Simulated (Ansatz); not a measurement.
Two structures of GaSiH7S, singlet, reached by relaxing down either side of one saddle point (PBE0-D4/def2-TZVP). Energies are electronic, without zero-point energy. Ansatz 0.2.0; basis: def2-TZVPP and def2-QZVPP; cores frozen in the correlated methods. Filled d shells of the heavier atoms are correlated. The def2 sets are not built for correlating such inner shells, so the correlated values are less sure here. Extrapolation: Hartree–Fock as exp(−7.88 √X), correlation as X^−2.97. First:

```tsv
atom	x (Å)	y (Å)	z (Å)
Ga1	-0.1559	-1.3231	-0.1018
Si2	1.4531	0.4622	-0.3215
H3	-0.8523	-1.9006	-1.3920
H4	-0.1853	-2.1815	1.2193
H5	-2.0074	1.1275	-0.3753
S6	-2.1572	0.1845	0.5710
H7	1.0096	1.4711	-1.3326
H8	1.6076	1.2164	0.9607
H9	2.8170	0.0163	-0.7268
H10	-1.5294	0.9272	1.4990
```

Second:

```json
{"atom": "Ga1", "x (Å)": "-1.1345", "y (Å)": "-1.2967", "z (Å)": "-0.0309"}
{"atom": "Si2", "x (Å)": "1.3811", "y (Å)": "0.8499", "z (Å)": "-0.3896"}
{"atom": "H3", "x (Å)": "-1.2612", "y (Å)": "-1.6503", "z (Å)": "-1.5447"}
{"atom": "H4", "x (Å)": "-0.6080", "y (Å)": "-2.2229", "z (Å)": "1.1096"}
{"atom": "H5", "x (Å)": "0.9112", "y (Å)": "-0.5785", "z (Å)": "-0.3356"}
{"atom": "S6", "x (Å)": "-2.0955", "y (Å)": "0.6165", "z (Å)": "0.5567"}
{"atom": "H7", "x (Å)": "0.5778", "y (Å)": "1.5776", "z (Å)": "-1.3949"}
{"atom": "H8", "x (Å)": "1.2517", "y (Å)": "1.4323", "z (Å)": "0.9637"}
{"atom": "H9", "x (Å)": "2.8076", "y (Å)": "0.7901", "z (Å)": "-0.8003"}
{"atom": "H10", "x (Å)": "-1.8303", "y (Å)": "0.4817", "z (Å)": "1.8659"}
```

Question: Which bonds change from the first to the second?

Answer: GaSiH₅ ([SiH3][GaH2]) + H₂S → GaH₃S ([SH][GaH2]) + SiH₄; bonds formed: Si2–H5; dative contacts that become bonds: Ga1–S6; bonds broken: Ga1–Si2, H5–S6.

Question: Give the saddle point's structure and its height above each. (To be estimated.)

Answer: The calculation gives: 22.64 kcal/mol above the first and 35.25 kcal/mol above the second (CCSD(T) at an estimated basis limit (MP2 extrapolated from triple and quadruple zeta, plus CCSD(T) − MP2 in triple zeta)).
```json
{"atom": "Ga1", "x (Å)": "-0.4795", "y (Å)": "-1.2538", "z (Å)": "-0.0266"}
{"atom": "Si2", "x (Å)": "1.2206", "y (Å)": "0.6994", "z (Å)": "-0.3791"}
{"atom": "H3", "x (Å)": "-0.7013", "y (Å)": "-1.8335", "z (Å)": "-1.4527"}
{"atom": "H4", "x (Å)": "-0.0865", "y (Å)": "-1.9087", "z (Å)": "1.3285"}
{"atom": "H5", "x (Å)": "-0.6517", "y (Å)": "0.5700", "z (Å)": "-0.0284"}
{"atom": "S6", "x (Å)": "-2.2869", "y (Å)": "0.3406", "z (Å)": "0.3284"}
{"atom": "H7", "x (Å)": "1.0658", "y (Å)": "1.5754", "z (Å)": "-1.5706"}
{"atom": "H8", "x (Å)": "1.5625", "y (Å)": "1.5341", "z (Å)": "0.8039"}
{"atom": "H9", "x (Å)": "2.3567", "y (Å)": "-0.2359", "z (Å)": "-0.6323"}
{"atom": "H10", "x (Å)": "-1.9999", "y (Å)": "0.5122", "z (Å)": "1.6288"}
```

The T1 diagnostic stays at or below 0.014.

Labels in which every atom is bracketed show which atoms are joined, not bond orders.

For scale, one of the runs: CCSD(T)/def2-TZVPP, 230 basis functions, launched by `ansatz run in.yaml --threads 4 --pin off --events-out ev --progress --plain --max-ram 9574MiB`. Hardware: 4 CPU threads of an Arm Neoverse V1, shared host. Wall time 93 s; peak host memory 3.5 GiB.
